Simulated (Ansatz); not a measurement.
Ideal-gas functions of BBrFH3OSi, SMILES `O[SiH2]B(F)Br` at 298.15 K and 1 bar, from an Ansatz frequency run at PBE0-D4/def2-TZVP.

Molar mass 156.82 g/mol, point group C1 (symmetry number 1), electronic degeneracy 1, moments of inertia 150.994, 344.709, 488.688 u Å². Harmonic wavenumbers (cm⁻¹, unscaled): 37, 93, 178, 260, 284, 315, 400, 597, 731, 797, 814, 912, 929, 955, 1332, 2198, 2234, 3896.

Use S(trans) = R[1.5 ln M + 2.5 ln T − 1.1517]; rotational temperatures θ = 24.2544 K / I; S(rot) = R[ln(√π/σ · √(T³/θAθBθC)) + 1.5]; for each mode x = 1.438777 ν̃/T, S = R[x/(eˣ − 1) − ln(1 − e⁻ˣ)] and H = RT x/(eˣ − 1); 1 cm⁻¹ = 0.0119627 kJ/mol; R = 8.31446 J/(mol·K).

Q: By hand: the entropy, in J/(mol·K).

A: Translation 171.9. Rotation: θ = 0.1606, 0.0704, 0.0496 K, giving 119.4. Vibration, mode by mode: 22.65, 15.05, 9.83, 6.95, 6.32, 5.59, 4.03, 1.90, 1.14, 0.88, 0.82, 0.56, 0.52, 0.47, 0.10, 0.00, 0.00, 0.00, in all 76.8. Electronic 0.0. Sum 368.1 J/(mol·K).

Q: By hand: H − E and G − E in kJ/mol, counted from the electronic energy.

A: Zero-point energy ½ × 16962 × 0.0119627 = 101.5; thermal vibration 11.6; translation, rotation and pV give 4 RT = 9.9. H − E = 123.0 kJ/mol, and G − E = 123.0 − 298.15 × 368.1/1000 = 13.3 kJ/mol.

Vibration gives 21 % of the entropy, 37.7 J/(mol·K) of it from the modes under 150 cm⁻¹: soft modes count most, and the harmonic formula is weakest for them. The sum counts one conformer and one mirror image; others add a mixing term.
